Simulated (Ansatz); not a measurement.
Reaction (ligand exchange at the Si–O bond): `N[SiH2]O[SiH2][SiH3]` + CH₃OH → `CO[SiH2]N` + `O[SiH2][SiH3]`

Program: Ansatz. Geometries: PBE0-D4/def2-TZVP. ΔE: electronic, gas phase. CCSD(T)/CBS is the MP2 limit (def2-TZVPP, def2-QZVPP) plus CCSD(T) − MP2 in def2-TZVPP, frozen cores. This one scheme is used for every species. DFT in def2-TZVPP. Each species was taken in one conformer, which may not be the lowest.

`N[SiH2]O[SiH2][SiH3]`:

Z-matrix (Å, degrees):
```
Si
O 1 1.640
N 1 1.704 2 114.4
H 1 1.482 2 106.9 3 119.6
H 1 1.482 2 107.0 3 -119.5
Si 2 1.637 1 142.8 3 1.6
H 3 1.005 1 123.6 2 85.3
H 3 1.005 1 123.4 2 -86.2
Si 6 2.347 2 112.6 1 -1.4
H 6 1.489 2 109.0 1 -122.6
H 6 1.489 2 109.1 1 119.9
H 9 1.489 6 111.9 2 61.4
H 9 1.491 6 108.5 2 -179.7
H 9 1.489 6 111.9 2 -60.8
```

CH₃OH:

Z-matrix (Å, degrees):
```
C
O 1 1.409
H 1 1.097 2 112.4
H 1 1.090 2 107.0 3 -118.5
H 1 1.097 2 112.4 3 123.0
H 2 0.959 1 108.5 3 -61.6
```

`CO[SiH2]N`:

Z-matrix (Å, degrees):
```
C
O 1 1.406
H 1 1.096 2 111.5
H 1 1.097 2 111.6 3 121.4
H 1 1.092 2 108.5 3 -119.3
Si 2 1.645 1 122.7 3 -65.4
N 6 1.706 2 116.5 1 62.3
H 6 1.489 2 109.1 1 -56.3
H 6 1.479 2 103.1 1 -177.3
H 7 1.005 6 122.3 2 -93.4
H 7 1.006 6 123.2 2 68.6
```

`O[SiH2][SiH3]`:

Cartesian coordinates in Å:
```
O 0.137 -1.460 1.463
Si -0.603 -0.819 0.130
Si 0.327 1.240 -0.508
H 1.078 -1.631 1.409
H -0.527 -1.752 -1.033
H -2.028 -0.655 0.509
H -0.341 1.740 -1.741
H 1.780 1.078 -0.796
H 0.177 2.259 0.566
```

**Question.** Is it downhill or uphill in electronic energy at CCSD(T)/CBS, and by how much? (Best estimate.)

**Answer.** Computed: Uphill: ΔE = +5.2 kcal/mol.

**Question.** What do these levels give: ωB97X-V, B2PLYP, PBE, r2SCAN, MP2/def2-QZVPP, CCSD/CBS(def2)? (Best estimate.)

**Answer.** The calculation gave: ωB97X-V 5.1, B2PLYP 4.3, PBE 3.4, r2SCAN 4.5, MP2/def2-QZVPP 5.1, CCSD/CBS(def2) 5.3 kcal/mol.

Largest T1 diagnostic among the species: 0.012.

From PBE to PBE0 (25 % exact exchange), in def2-TZVPP and without D4, ΔE moves by +0.8 kcal/mol. The D4 term adds +2.1 kcal/mol with B3LYP and +1.2 kcal/mol with PBE0; it sums over pairs of atoms, weighted by their polarisabilities, and B3LYP, whose exchange is more repulsive, gets the larger term.

B3LYP here is the variant with VWN-RPA as its local correlation; programs differ in this.
